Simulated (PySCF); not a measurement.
**Electric field gradients and quadrupole coupling constants**

C₈H₁₂OS.
Numbering: `[CH2:1]=[C:2]([CH3:3])[CH2:4][C@H:5]1[CH2:6][S:7][CH2:8][C:9]1=[O:10]` (hydrogens: H11, H12 on C1; H13, H14, H15 on C3; H16, H17 on C4; H18 on C5; H19, H20 on C6; H21, H22 on C8)

Cartesian coordinates in Å at the GFN2-xTB level; atoms count from 1:
```
atom  x, y, z in Å
C1     1.8787   -0.6818    1.4305
C2     1.5679   -0.2729    0.2113
C3     2.3471    0.7865   -0.5055
C4     0.3926   -0.8448   -0.5349
C5    -0.6769    0.2167   -0.8715
C6    -1.9480   -0.4329   -1.3861
S7    -2.7995   -1.0960    0.0908
C8    -2.1532    0.2262    1.1506
C9    -1.0427    0.9381    0.4101
O10   -0.5294    1.9463    0.8101
H11    2.7224   -0.2805    1.9652
H12    1.3067   -1.4357    1.9452
H13    2.5110    0.5096   -1.5460
H14    3.3085    0.9476   -0.0260
H15    1.7958    1.7261   -0.4834
H16   -0.0730   -1.6350    0.0575
H17    0.7371   -1.2829   -1.4761
H18   -0.2748    0.9304   -1.5943
H19   -2.6075    0.2906   -1.8679
H20   -1.7602   -1.2631   -2.0630
H21   -2.9469    0.9302    1.4053
H22   -1.7664   -0.2035    2.0755
```

Field gradients from the PBE0/pcSseg-1 density (PySCF, non-relativistic), principal values in atomic units, ordered |Vxx| ≤ |Vyy| ≤ |Vzz|:

| atom | Vxx | Vyy | Vzz |
| --- | --- | --- | --- |
| S7 | 0.6344 | 2.5262 | -3.1607 |
| O10 | 0.4894 | 1.4410 | -1.9304 |

Find the asymmetry η = (Vxx − Vyy)/Vzz and the couplings χ = eQV/h (234.96 MHz × Q in barn × V in au), with Q(33S) = −0.0678 b, Q(17O) = −0.0256 b.

```
atom     environment  nucleus     η  χzz (MHz)  χxx (MHz)  χyy (MHz)
  S7  sulfide sulfur      33S  0.60      50.35     -10.11     -40.24
 O10   ketone oxygen      17O  0.49      11.61      -2.94      -8.67
```

The tensor is traceless: Vxx + Vyy + Vzz = 0.

What is Vzz at O10 in SI units (1 au = 9.71736 × 10²¹ V/m²)?

-1.9304 au = -18.759 × 10²¹ V/m².

Were the hydrogens deuterons (Q(2H) = 0.00286 b), χzz would run from 198 kHz (H16) to 228 kHz (H11 and H12).

Geometry: GFN2-xTB, one conformer, isolated molecule. GFN2-xTB bond lengths can be off by several hundredths of an ångström, more for odd bonds, and the gradients follow them. With a basis this small, the couplings can be 20 % off.
